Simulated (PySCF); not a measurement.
Screening by computed properties: pick the candidate that meets the target.

Each SMILES stands for a single optimised conformer of the isolated species, non-relativistic unless stated; the electronic structure was computed with PySCF and density fitting.

The conformers computed, where there is a choice (atom-mapped SMILES and torsion angles):
- `[CH3:1][CH2:2][SiH2:3][Cl:4]`: C1–C2–Si3–Cl4 180°
- `[CH3:1][C@@H:2]([CH:3]([F:4])[F:5])[C:6]([CH3:7])([CH3:8])[F:9]`: C1–C2–C3–F4 -71°, C1–C2–C6–C7 64°
- `[CH3:1][CH:2]([CH3:3])[O:4][CH:5]1[CH2:6][SiH2:7][CH2:8]1`: C1–C2–O4–C5 -80°, C2–O4–C5–C6 -158°
- `[CH3:1][CH:2]([CH3:3])[S:4](=[O:5])(=[O:6])[OH:7]`: C1–C2–S4–O5 -173°, H–O7–S4–C2 -124°

Question: Wanted: HOMO energy between -8.9 eV and -8 eV (PBE0/pcSseg-1) and dipole moment below 3 D (PBE0/pcSseg-1), at GFN2-xTB geometries. Which candidate meets both?
A. `O=S(=O)(O)C(C)C`
B. `C([SiH2]Cl)C`
C. `CC(C)OC1C[SiH2]C1`
D. `C[C@@H](C(F)F)C(C)(C)F`

Answer: B. Computed values:
| species | HOMO energy | dipole moment |
| --- | --- | --- |
| C[C@@H](C(F)F)C(C)(C)F | -8.97 eV | 2.50 D |
| O=S(=O)(O)C(C)C | -8.83 eV | 3.63 D |
| C([SiH2]Cl)C | -8.46 eV | 1.94 D |
| CC(C)OC1C[SiH2]C1 | -7.12 eV | 1.05 D |
